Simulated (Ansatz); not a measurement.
Computed with Ansatz on PBE0-D4/def2-TZVP structures; ΔE is electronic, products minus reactants. CBS: MP2 limit from def2 TZ/QZ plus the TZ coupled-cluster correction, frozen cores. This one scheme is used for every species. DFT in def2-TZVPP. Elements past krypton have def2 core potentials. For Sn outer-core shells are correlated without core-valence functions, which leaves a few kJ/mol of doubt a bond. Each species was taken in one conformer, which may not be the lowest.

Consider the formal exchange of groups at the Sn–O bond: `C[O][SnH]([OH])[Cl]` + `F[SiH3]` → `[OH][SnH]([Cl])[SiH2]F` + CH₃OH.

(1) Is it downhill or uphill in electronic energy at CCSD(T)/CBS, and by how much? (Best estimate.)

(2) What do these levels give: PBE-D4, PBE0-D4, ωB97X-V, ωB97M-V, B2PLYP, r2SCAN, MP2/def2-TZVPP, CCSD/def2-TZVPP, MP2/def2-QZVPP, HF/CBS(def2), MP2/CBS(def2), CCSD/CBS(def2)? (An estimate is asked.)

Largest T1 diagnostic among the species: 0.013.

## Answers

(1) The calculation gave: Uphill: ΔE = +12.8 kJ/mol.

(2) Ansatz gave: PBE-D4 -7.0, PBE0-D4 -6.3, ωB97X-V 10.2, ωB97M-V 7.7, B2PLYP 12.0, r2SCAN 5.6, MP2/def2-TZVPP 17.0, CCSD/def2-TZVPP 12.7, MP2/def2-QZVPP 16.8, HF/CBS(def2) 20.3, MP2/CBS(def2) 15.6, CCSD/CBS(def2) 11.3 kJ/mol.
